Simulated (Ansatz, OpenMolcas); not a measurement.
Predicting a hybrid from its neighbours: SnH3OF

The species is SnH3OF (6 atoms), meant as a singlet with charge 0. As SMILES, `[OH][SnH2][F]`. The shape is that of a PBE0-D4/def2-TZVP optimisation. This is one conformer, not always the lowest.

The HOMO–LUMO gap y, in eV, basis def2-SVPD with a core potential; a is the functional's share of exact exchange. Programs: Ansatz 0.2.0, OpenMolcas 26.06.

| functional | program | a | y (eV) |
| --- | --- | --- | --- |
| TPSS | OpenMolcas | 0 | 6.03 |
| BLYP | Ansatz | 0 | 5.65 |
| B3LYP | Ansatz | 0.2 | 7.75 |
| PBE0 | Ansatz | 0.25 | 8.37 |
| r2SCAN0 | Ansatz | 0.25 | ? |
| BHLYP | Ansatz | 0.5 | 10.72 |

Fit y = c + s·a to the known rows and predict r2SCAN0.


1. Means of the 5 rows: a = 0.1900, y = 7.704.
2. Σ(Δa)² = 0.172, Σ(Δa·Δy) = 1.6837, so the slope is 1.6837/0.172 = 9.789.
3. Intercept: 7.704 − (9.789) × 0.1900 = 5.844. The largest residual of the fit is 0.19.
4. r2SCAN0: 5.844 + (9.789) × 0.25 = 8.29 eV.

The run gave 8.90 eV, so the prediction is off by -0.61 eV, more than the largest residual. Exact exchange lowers occupied levels and raises empty ones. The rows mix families of semi-local functionals, which the line can't see.
